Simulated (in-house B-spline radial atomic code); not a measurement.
Configurations of Si IX (Si8+), with energies counted from [He] 2s2 2p2. Level of theory: non-relativistic PBE0, spin-polarised, spherical fractional occupations, point nucleus; calculated with an all-electron radial atomic-structure program (B-spline basis). Shells without spins written out take the highest spin.

Caution: exact exchange at fractional occupations of open shells leaves self-interaction of up to several eV.

| configuration | E - E(ref) (eV) | highest orbital | its <r> (bohr) |
| --- | --- | --- | --- |
| [He] 2s2 2p(1 up, 1 down) | 9.6213 | 2p up | 0.4516 |
| [He] 2s2 2p(1 up, 0 down) 3s(0 up, 1 down) | 202.96 | 3s down | 1.245 |
| [He] 2s2 2p1 3p1 | 213.48 | 3p up | 1.223 |
| [He] 2s2 2p(0 up, 1 down) 3p(1 up, 0 down) | 214.58 | 3p up | 1.231 |
| [He] 2s2 2p1 3d1 | 225.12 | 3d up | 1.095 |
| [He] 2s1 2p2 3p1 | 230.76 | 3p up | 1.222 |

(1) Order these further configurations by energy, lowest first.
A. [He] 2s(0 up, 1 down) 2p(2 up, 0 down) 3p(1 up, 0 down)
B. [He] 2s2 2p1 3s1
C. [He] 2s(0 up, 1 down) 2p(1 up, 1 down) 3d(0 up, 1 down)
D. [He] 2s1 2p2 3d1
E. [He] 2s1 2p2 3s1

(2) How far above the reference does [He] 2s1 2p3 lie?

Results:

(1) B (202.03 eV), E (219.29 eV), D (241.97 eV), A (246.09 eV), C (261.14 eV).

(2) 12.935 eV; its least bound orbital is 2p up with <r> = 0.4479 bohr.
